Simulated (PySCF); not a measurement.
silole (C4H6Si), SMILES C1=C[SiH2]C=C1. Coordinates come from a PBE-D3(BJ)/def2-SVP optimisation.

Question: Give the equilibrium geometry at PBE-D3(BJ)/def2-SVP (PySCF confirms it by a frequency run) as a Z-matrix, and its point group. (Estimate from the structure and the level; the computed values follow.)

Answer: point group C2v.
```
C
C 1 1.3623
H 2 1.0993 1 122.69
H 1 1.1042 2 123.38 3 0.00
C 1 1.4845 4 119.47 2 180.00
C 5 1.3623 1 117.15 4 180.00
H 6 1.0993 5 122.69 1 180.00
H 5 1.1042 6 123.38 7 0.00
Si 6 1.8835 7 130.85 5 180.00
H 9 1.5066 6 113.92 7 -62.25
H 9 1.5066 10 108.00 6 -127.62
```
Charge 0, spin multiplicity 1.
